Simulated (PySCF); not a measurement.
## Computed properties of Bi(H)2(TeH) (BiH₃Te), SMILES [BiH2][TeH]

BiH3Te, SMILES [TeH][BiH2]. Coordinates come from a B3LYP-D3(BJ)/def2-TZVP optimisation. The def2 effective core potentials stand for the cores of Bi, Te; spin–orbit coupling is left out. Other conformers were not sampled. All values are computed for the isolated molecule unless a solvent is named; none is compared with measurement here.

**Structure.** The optimised structure has Cs symmetry. All 9 harmonic modes at B3LYP-D3(BJ)/def2-TZVP (PySCF) are real, so it is a minimum.

**Vibrations.** The strongest infrared lines (harmonic, unscaled, degenerate partners summed) lie at 1790 cm⁻¹ (199 km/mol, H 100 %), 1792 cm⁻¹ (196 km/mol, H 100 %), 2111 cm⁻¹ (44 km/mol, H 99 %). The softest mode is at 70 cm⁻¹ and the zero-point energy is 11.8 kcal/mol.

**Electronic structure.** PBE0/def2-TZVPD (PySCF) places the frontier levels at -6.30 and -1.87 eV, a gap of 4.43 eV, and gives a dipole moment of 1.87 D and a mean polarisability of 99.4 bohr³.

**Excitations.** TDDFT-ωB97X/def2-SVPD (PySCF) has S1 at 3.35 eV (370 nm, f = 0.004, weak); the most intense of the 10 singlets computed lies at 6.29 eV (f = 0.58). T1 (TDA) is at 2.99 eV. No vertical singlet excitation falls in the visible range (under 3.1 eV).
